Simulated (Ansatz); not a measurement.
Program: Ansatz. Geometries: PBE0-D4/def2-TZVP. ΔE: electronic, gas phase. CCSD(T)/CBS adds triple-zeta CCSD(T) − MP2 to the extrapolated MP2 energy (def2 sets, frozen cores). For Ga, Ge outer-core shells are correlated without core-valence functions, which leaves a few kJ/mol of doubt a bond. Scalar relativity is left out up to krypton. Each species was taken in one conformer, which may not be the lowest.

Reaction (cleavage of the Si–Ga bond): `N[SiH2][Ga]([F])[SiH3]` + `[SH][GeH3]` → `N[SiH2][S][GeH3]` + `[F][GaH][SiH3]`

`N[SiH2][Ga]([F])[SiH3]`:

Cartesian coordinates in Å:
```
N -1.536 -1.492 1.330
Si 0.121 -1.675 0.881
Ga 1.097 0.139 -0.422
F 2.825 -0.084 -0.768
Si 0.250 2.219 -1.342
H -1.789 -0.831 2.046
H -2.255 -1.548 0.627
H 0.912 -1.820 2.134
H 0.240 -2.925 0.079
H 0.092 3.214 -0.243
H -1.099 2.006 -1.940
H 1.143 2.798 -2.380
```

`[SH][GeH3]`:

```xyz
6

S     0.584   -1.388    0.835
Ge    0.076    0.420   -0.357
H    -0.627   -1.482    1.409
H    -0.309    1.582    0.570
H    -1.080    0.118   -1.323
H     1.356    0.749   -1.134
```

`N[SiH2][S][GeH3]`:

Z-matrix (Å, degrees):
```
Si
S 1 2.147
N 1 1.708 2 113.0
H 1 1.484 2 109.4 3 119.4
H 1 1.486 2 107.5 3 -120.8
Ge 2 2.223 1 97.0 3 165.2
H 3 1.008 1 120.3 2 -64.4
H 3 1.007 1 119.6 2 79.7
H 6 1.533 2 106.4 1 162.7
H 6 1.538 2 109.6 1 43.2
H 6 1.536 2 110.1 1 -77.4
```

`[F][GaH][SiH3]`:

Cartesian coordinates in Å:
```
F 1.558 -0.291 1.994
Ga 0.118 -0.770 1.091
Si -0.212 0.542 -0.898
H -0.644 -1.954 1.773
H 0.934 0.335 -1.823
H -1.467 0.155 -1.597
H -0.286 1.984 -0.540
```

```
                 species  CCSD(T)/CBS(def2) energy (Eh)
`N[SiH2][Ga]([F])[SiH3]`                    -2660.87044
            `[SH][GeH3]`                    -2476.30083
      `N[SiH2][S][GeH3]`                    -2821.95198
        `[F][GaH][SiH3]`                    -2315.24439
```

**Question.** Work out ΔE.

**Answer.** ΔE = (-2821.95198) + (-2315.24439) − (-2660.87044) − (-2476.30083) = -0.02510 Eh = -65.9 kJ/mol.

Largest T1 diagnostic among the species: 0.014.

The D4 term adds −5.0 kJ/mol with B3LYP and −2.4 kJ/mol with PBE0; it sums over pairs of atoms, weighted by their polarisabilities, and B3LYP, whose exchange is more repulsive, gets the larger term. From PBE to PBE0 (25 % exact exchange), in def2-TZVPP and without D4, ΔE moves by −7.4 kJ/mol.

B3LYP here is the variant with VWN-RPA as its local correlation; programs differ in this.
